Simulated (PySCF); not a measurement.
# Dipole response of Mg²⁺ (magnesium, charge +2)

[Ne], closed-shell 1S. All numbers are calculated (PySCF 2.14, no relativity, point nucleus, in aug-cc-pCVDZ). Coupled (time-dependent) response in atomic units; α is the mean over directions. A double-zeta set is small for polarisabilities.

```tsv
method	mean α (bohr³)	C₆ (like pair)	S(−4)
UHF	0.2385	0.1926	0.02418
PBE	0.2793	0.2261	0.03867
PBE0	0.2647	0.2139	0.03320
LC-wPBE	0.2789	0.2258	0.03855
BP86	0.2730	0.2200	0.03676
```

S(−4) is the Cauchy moment in α(ω) = α(0) + S(−4) ω² + …

α(iu) at PBE0:

```tsv
u (hartree)	α(iu) (bohr³)
0	0.2647
0.0500	0.2646
0.100	0.2644
0.200	0.2634
0.300	0.2618
0.500	0.2568
0.750	0.2480
1.00	0.2372
1.50	0.2134
2.00	0.1907
3.00	0.1543
5.00	0.1099
```

A single London oscillator, α(iu) = α/(1 + u²/ω²), gives C₆ = (3/4) ω α². Matching the computed C₆ needs ω = 4 × 0.2139 / (3 × 0.2647²) = 4.07 hartree.

For an ion, C₆ is the dispersion term alone; charge-induced terms of lower order in 1/R come first.
